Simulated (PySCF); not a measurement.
# Two-component Hartree-Fock for Eu⁴⁺ (europium, charge +4)

Start: [Xe] 4f5; 4f5/2 filled at m_j = -3/2, -1/2, +1/2, +3/2, +5/2. Calculated with PySCF 2.14 in x2c-TZVPPall-2c (11s11p10d4f2g, 140 functions): generalised Hartree-Fock with the X2C-1e Hamiltonian and a Gaussian nucleus; one run each with spin-orbit coupling (SO) switched off, then screened by Boettger's factors.

| spinor shell | electrons | ε, spin-free (eV) | ε, screened SO (eV) | weight of nominal j (screened SO) | rms radius, screened SO (bohr) |
| --- | --- | --- | --- | --- | --- |
| 1s1/2 | 2 | -48813.2 | -48804.5 | 1.000 | 0.0254 |
| 2s1/2 | 2 | -8180.2 | -8177.5 | 1.000 | 0.103 |
| 2p1/2 | 2 | -7288.4 | -7744.4 | 1.000 | 0.0881 |
| 2p3/2 | 4 | -7288.4 | -7092.1 | 1.000 | 0.0944 |
| 3s1/2 | 2 | -1894.0 | -1893.1 | 1.000 | 0.266 |
| 3p1/2 | 2 | -1610.6 | -1705.7 | 1.000 | 0.257 |
| 3p3/2 | 4 | -1610.6 | -1569.0 | 1.000 | 0.270 |
| 3d3/2 | 4 | -1230.6 | -1248.4 | 0.995 | 0.243 |
| 3d5/2 | 6 | -1230.6 | -1217.8 | 0.997 | 0.246 |
| 4s1/2 | 2 | -442.15 | -441.85 | 1.000 | 0.599 |
| 4p1/2 | 2 | -345.76 | -368.81 | 0.976 | 0.617 |
| 4p3/2 | 4 | -345.76 | -335.47 | 0.988 | 0.644 |
| 4d3/2 | 4 | -207.79 | -216.84 | 0.727 | 0.695 |
| 4d5/2 | 6 | -207.79 | -201.50 | 0.818 | 0.701 |
| 5s1/2 | 2 | -100.43 | -100.38 | 1.000 | 1.42 |
| 5p1/2 | 2 | -72.548 | -76.426 | 0.957 | 1.55 |
| 5p3/2 | 4 | -72.548 | -70.816 | 0.978 | 1.63 |
| 4f5/2 | 5 | -67.530 | -67.517 | 0.645 | 0.883 |

```tsv
quantity	spin-free	screened SO
E (hartree)	-10833.83673	-10840.46102
M_J	5/2	5/2
⟨J²⟩	13.761	12.990
⟨L²⟩	30.008	29.752
⟨S²⟩	8.753	8.653
```

The determinant has a definite M_J but mixes levels of different J.

Each row is a mean over spinors that exchange with the open shell spreads, by up to 9.956 eV (4d3/2).

Rows whose weight is well below 1 are mixtures of j = l ± 1/2: exchange outweighs spin-orbit coupling there, and the label is only the starting occupation.

Breit and QED terms are absent; they matter most for the inner s and p1/2 levels.

Densities and radii are taken from the X2C orbitals without a picture-change correction, which distorts them close to the nucleus.

Without spin-orbit coupling the j labels of p, d and f shells carry no meaning; the spin-free column gives the mean over the occupied spinors of each nl shell, and its ⟨J²⟩ belongs to a mixture of degenerate components.
